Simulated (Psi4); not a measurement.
C4H7, charge -1, singlet, geometry from GFN2-xTB (a gas-phase anion, which may not be bound at this level); HF/STO-3G (Psi4).

Input for Psi4:
```
memory 2 GB

molecule {
-1 1
C    -0.01707892    0.13768366    1.56711869
C    -0.00258751    0.01589936    0.23872691
H    -0.01937530   -0.90033578    2.05551585
C     0.00330867    1.25366579   -0.64010594
H    -0.00577892    2.15256181   -0.02325221
H     0.89326881    1.29293502   -1.28777368
H    -0.87285877    1.28799033   -1.30658702
C     0.01031081   -1.25397826   -0.63835837
H     0.00619538   -2.15281432   -0.01577716
H    -0.86732463   -1.30245721   -1.30263128
H     0.90215513   -1.29750313   -1.28378223
}

set {
  basis sto-3g
  scf_type cd
}

energy('scf')
print_variables()
```

It wrote (shortened):

```
   => Loading Basis Set <=

    Name: STO-3G
    Role: ORBITAL
    Keyword: BASIS

         ---------------------------------------------------------
                                   SCF
               by Justin Turney, Rob Parrish, Andy Simmonett
                          and Daniel G. A. Smith
                              RHF Reference
         ---------------------------------------------------------

  ==> Geometry <==

    Molecular point group: c1
    Full point group: C1

    Geometry (in Angstrom), charge = -1, multiplicity = 1:

       Center              X                  Y                   Z               Mass
    ------------   -----------------  -----------------  -----------------  -----------------
         C           -0.016425065827     0.121110579201     1.510093171620    12.000000000000
         C           -0.001933655827    -0.000673720799     0.181701391620    12.000000000000
         H           -0.018721445827    -0.916908860799     1.998490331620     1.007825032230
         C            0.003962524173     1.237092709201    -0.697131458380    12.000000000000
         H           -0.005125065827     2.135988729201    -0.080277728380     1.007825032230
         H            0.893922664173     1.276361939201    -1.344799198380     1.007825032230
         H           -0.872204915827     1.271417249201    -1.363612538380     1.007825032230
         C            0.010964664173    -1.270551340799    -0.695383888380    12.000000000000
         H            0.006849234173    -2.169387400799    -0.072802678380     1.007825032230
         H           -0.866670775827    -1.319030290799    -1.359656798380     1.007825032230
         H            0.902808984173    -1.314076210799    -1.340807748380     1.007825032230

  Running in c1 symmetry.

  Rotational constants: A =      0.31308  B =      0.28999  C =      0.15952 [cm^-1]
  Rotational constants: A =   9385.96552  B =   8693.73799  C =   4782.36415 [MHz]
  Nuclear repulsion =  111.076043927143061

  Charge       = -1
  Multiplicity = 1
  Electrons    = 32
  Nalpha       = 16
  Nbeta        = 16

  ==> Algorithm <==

  SCF Algorithm Type is CD.
  DIIS enabled.
  MOM disabled.
  Fractional occupation disabled.
  Guess Type is SAD.
  Energy threshold   = 1.00e-06
  Density threshold  = 1.00e-06
  Integral threshold = 1.00e-12

  ==> Primary Basis <==

  Basis Set: STO-3G
    Blend: STO-3G
    Number of shells: 19
    Number of basis functions: 27
    Number of Cartesian functions: 27
[...]

                        Total Energy        Delta E     RMS |[F,P]|

   @RHF iter SAD:  -149.99403413462446   -1.49994e+02   0.00000e+00
   @RHF iter   1:  -153.30779129479873   -3.31376e+00   1.22981e-02 ADIIS/DIIS
   @RHF iter   2:  -153.39018055473264   -8.23893e-02   6.02128e-03 ADIIS/DIIS
   @RHF iter   3:  -153.40490680316881   -1.47262e-02   1.01778e-03 ADIIS/DIIS
   @RHF iter   4:  -153.40611768386739   -1.21088e-03   4.77315e-04 ADIIS/DIIS
   @RHF iter   5:  -153.40633899977541   -2.21316e-04   1.14954e-04 ADIIS/DIIS
   @RHF iter   6:  -153.40635240736847   -1.34076e-05   2.45560e-05 DIIS
   @RHF iter   7:  -153.40635291352859   -5.06160e-07   3.09122e-06 DIIS
   @RHF iter   8:  -153.40635292219150   -8.66291e-09   2.99029e-07 DIIS
  Energy and wave function converged.

  ==> Post-Iterations <==

    Orbital Energies [Eh]
    ---------------------

    Doubly Occupied:

[...]
      16A      0.079449

    Virtual:

[...]
    Final Occupation by Irrep:
              A
    DOCC [    16 ]
    NA   [    16 ]
    NB   [    16 ]

  @RHF Final Energy:  -153.40635292219150

   => Energetics <=

    Nuclear Repulsion Energy =            111.0760439271430613
    One-Electron Energy =                -435.8891533297229444
    Two-Electron Energy =                 171.4067564803883670
    Total Energy =                       -153.4063529221915019

Computation Completed

Properties will be evaluated at   0.000000,   0.000000,   0.000000 [a0]

Properties computed using the SCF density matrix

 Multipole Moments:

 ------------------------------------------------------------------------------------
     Multipole            Electronic (a.u.)      Nuclear  (a.u.)        Total (a.u.)
 ------------------------------------------------------------------------------------

 L = 1.  Multiply by 2.5417464519 to convert [e a0] to [Debye]
 Dipole X            :         -0.0205405            0.0383038            0.0177632
 Dipole Y            :          0.6418223           -0.9708761           -0.3290538
 Dipole Z            :          1.7600751           -3.3406410           -1.5805659
 Magnitude           :                                                    1.6145527

 ------------------------------------------------------------------------------------

  Variable Map:
  ----------------------------------------------------------------------------
[...]
  Array Variable Map:
  ----------------------------------------------------------------------------
[...]
[...]
```
